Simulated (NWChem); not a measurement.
**Relativistic effects in F3In**

```
In
F 1 1.9351
F 1 1.9351 2 120.01
F 1 1.9351 2 120.01 3 180.00
```
Charge 0, spin multiplicity 1.

The numbers come from NWChem runs, not from measurements. The geometry was optimised at PBE0/def2-SVP with def2 effective core potentials on In, a minimum by its harmonic frequencies.

Functional PBE, all-electron basis x2c-SVPall-2c, contracted for the X2C Hamiltonian and used here with ZORA. The ion keeps the geometry and has multiplicity 2 in the scalar run; the spin-orbit run starts from the same electron counts.

Relative cost: rough, from shared machines, SCF included, scalar ZORA = 1.

The structure started from a generated list of species. The stability of the SCF solutions was not checked.

```json
[
 {"Hamiltonian": "scalar ZORA", "ΔSCF ionisation energy (eV)": "12.51", "HOMO (eV)": "-8.77", "LUMO (eV)": "-4.17", "gap (eV)": "4.60", "relative cost": "1"},
 {"Hamiltonian": "spin-orbit ZORA", "ΔSCF ionisation energy (eV)": "12.51", "HOMO (eV)": "-8.77", "LUMO (eV)": "-4.16", "gap (eV)": "4.60", "relative cost": "under 3"}
]
```

From scalar ZORA to spin-orbit ZORA the ionisation energy is nearly the same.
